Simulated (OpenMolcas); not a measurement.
## Sn²⁺: CASPT2 settings compared

```yaml
Program: OpenMolcas 26.06
Basis: ANO-R3 [8s7p5d3f2g1h]
Scalar_Hamiltonian: X2C, finite nucleus
Active_space: 2 electrons in 4 orbitals (5s 5p)
State_averaging: 2S+1 = 1 even, 7 roots; 2S+1 = 3 even, 3 roots kept (CI in the orbitals of an earlier block); 2S+1 = 1 odd, 3 roots; 2S+1 = 3 odd, 3 roots kept (CI in the orbitals of an earlier block)
Spin-orbit_coupling: RASSI with atomic mean-field integrals over the reference wave functions, term energies averaged over their components
```

Methods on the same reference wave functions:
A. CASSCF
B. SS-CASPT2, IPEA 0.15 Eh, imaginary shift 0.25 Eh (closed shells correlated: 4d)
C. SS-CASPT2, IPEA 0.4 Eh, sigma2 regulariser 0.05 Eh (closed shells correlated: 4s 4p 4d)
D. MS-CASPT2, IPEA 0.4 Eh, sigma2 regulariser 0.05 Eh (closed shells correlated: 4s 4p 4d)

Energies in cm⁻¹ above 5s² ¹S₀, the measured ground level; measured values from Moore, Atomic Energy Levels, vol. III, NSRDS-NBS 35 (1971 reprint of NBS Circular 467, 1958).

| Level | A | B | C | D | Measured |
| --- | --- | --- | --- | --- | --- |
| 5s² ¹S₀ | 0.0 | 0.0 | 0.0 | 0.0 | 0.0 |
| 5s 5p ³P°₀ | 51972 | 54720 | 55430 | 56130 | 53548 |
| 5s 5p ³P°₁ | 53094 | 55810 | 56510 | 57220 | 55196 |
| 5s 5p ³P°₂ | 55616 | 58370 | 59070 | 59780 | 59229 |
| 5s 5p ¹P°₁ | 85246 | 78100 | 79070 | 79770 | 79911 |
| 5p² ³P₀ | 123422 | 127420 | 128570 | 129270 | 127308 |
| 5p² ³P₁ | 125483 | 129740 | 130880 | 131590 | 130120 |
| 5p² ³P₂ [51 %] | 127986 | 130670 | 132110 | 132820 |  |
| 5p² ¹D₂ [51 %] | 137004 | 134990 | 136490 | 137200 |  |
| 5p² ¹S₀ | 157117 | 150690 | 151930 | 153340 |  |

Deviations, from unrounded energies. A percentage is the sum of absolute deviations over the sum of measured energies, with the sign that they share, or ± where signs differ.

```
           Against measurement  Levels     A     B     C     D
mean absolute deviation (cm-1)       6  3500   820  1000  1500
      other configurations (%)       6  ±4.2  ±1.0  ±1.2  ±1.7
```

B lies closest to measurement on these levels and A furthest from it. The largest miss of B in the table is 5s 5p ¹P°₁, by -1800 cm-1. The ranking rests on the paired levels alone, and a cruder setting can come out closer through cancelling errors.

Among B to D the level of the table that moves most is 5p² ¹S₀, by 2600 cm-1 (lowest in B, highest in D). Moves below CASPT2's spread within the term are not significant.

The lowest spin-free term lies below A's lowest term by 0.475 hartree in B, 0.769 hartree in C, 0.772 hartree in D.

CASPT2 breaks the degeneracy within a term, and the mean is taken; among the terms shown or strongly mixed into the levels shown the widest spread is 31 cm-1 (5p² ¹D, D). Terms from blocks run as CI alone lack orbitals of their own. The ¹D term of p² mixes with s d, which this space lacks. Some levels mix across a computed gap that differs much from the measured one, so their mixing is not that of the real levels (holds for A; C; D). Measured partners are found by configuration, term and J. A level has none where our copy of the source lacks it or the pairing is in doubt (some pairs that miss far off the trend of their configuration count as doubtful), and it then counts in no deviation. Levels of configurations outside the active space are missing.

A share in square brackets marks a mixed level and gives the weight of the term that names it, the lowest over the columns. ° marks odd parity.
